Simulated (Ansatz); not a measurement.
The cluster Al₄P₄, relaxed as a singlet with RKS PBE-D4/def2-SVP in Ansatz, starting from the GFN2-xTB geometry. Force threshold 0.03 eV/Å.

The structure comes from a short search, and lower isomers may exist.

Start:

```xyz
8

Al    1.326   -0.717    1.344
Al   -0.804   -1.782   -0.314
Al   -1.577    0.757   -1.218
Al    0.882    1.760    0.248
P    -2.903   -1.054   -0.737
P     1.209   -2.665    0.168
P     1.987    1.260    2.197
P    -0.120    2.442   -1.688
```

Problem. Estimate the energy that the relaxation releases and the steps that it takes.

Solution. 23.8 kJ/mol, in 5 steps; 14 s on 4 threads of Arm Neoverse N1 on a shared host. The force fell under the threshold at step 3, but the optimiser went on and released 0.002 eV more. No frequencies were taken in this run, so the end may be a saddle point.

Problem. Does the start keep its bonding?

Solution. By distances, no bond broke or formed. The bond that changes most is Al3–P5, from 2.30 to 2.22 Å (atoms count from 1). The end is the same structure that another start reached, the lowest one found.

Problem. Predict the relaxed structure.

Solution. 
```
atom   x (Å)   y (Å)   z (Å)
 Al1   1.448  -0.771   1.176
 Al2  -0.797  -1.839  -0.224
 Al3  -1.450   0.772  -1.174
 Al4   0.798   1.838   0.222
  P5  -2.780  -0.926  -0.638
  P6   1.189  -2.746   0.191
  P7   1.704   1.209   2.152
  P8  -0.111   2.464  -1.707
```
Bond lengths (bridged metal pairs left out): 8 × Al–P 2.22 Å.
